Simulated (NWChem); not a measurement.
Molecule: BSiH₃F₂; SMILES [SiH3]B(F)F

```xyz
7

B     -0.0065     0.5773     0.0035
F     -1.1148     1.2919    -0.0029
F      1.1259     1.2552    -0.0032
Si    -0.0100    -1.4581     0.0045
H      0.8984    -1.9645     1.0784
H      0.5057    -1.9462    -1.3126
H     -1.3857    -1.9962     0.2200
```
Atoms are numbered in this order, from 1.

All runs: NWChem. STO-3G and 3-21G are far too small for this property and stand as cheap habits. Geometry: optimised at PBE0/def2-SVP. GIAO values for the isolated, static molecule; σ is the absolute isotropic shielding, δ = σ(reference) − σ with the isolated reference molecule computed at the same levels (11B: boron trifluoride, 19F: trichlorofluoromethane, 1H: tetramethylsilane, 29Si: tetramethylsilane).

Task: What does the run give for Hartree-Fock/STO-3G? Quantities: δ B1 (ppm); δ F2 (ppm); δ F3 (ppm); δ Si4 (ppm); δ H5 (rotor mean) (ppm).

Result: 
```json
{
 "δ B1 (ppm)": "31.0",
 "δ F2 (ppm)": "55.9",
 "δ F3 (ppm)": "56.3",
 "δ Si4 (ppm)": "-90.0",
 "δ H5 (rotor mean) (ppm)": "1.25"
}
```
